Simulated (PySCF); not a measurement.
## Se: excitation energy

Se [Ar] 3d10 4s2 4p4 (3P) → Se [Ar] 3d10 4s2 4p3 4d1 (5D), as a difference of total energies. Computed with PySCF 2.14 in aug-cc-pwCVTZ-PP with ECP10MDF, with scalar relativity through the core potential. Correlated levels: valence: 3s2 3p6 3d10 frozen. The calculations carry no spin-orbit coupling.

| method | excitation energy (eV) | error (eV) |
| --- | --- | --- |
| UHF | 7.795 | +0.054 |
| MP2 (valence) | 8.300 | +0.559 |
| SCS-MP2 (valence) | 8.475 | +0.734 |
| CCSD (valence) | 8.391 | +0.650 |
| CCSD(T) (valence) | 8.415 | +0.674 |

Reference: 7.741 eV (measured; NIST levels, between the centres of gravity of the two terms).

Errors of the correlated levels include the incompleteness of this basis and the frozen core.

The promoted electron is Rydberg-like, and one or two diffuse shells describe it only roughly, which tends to raise the upper state.
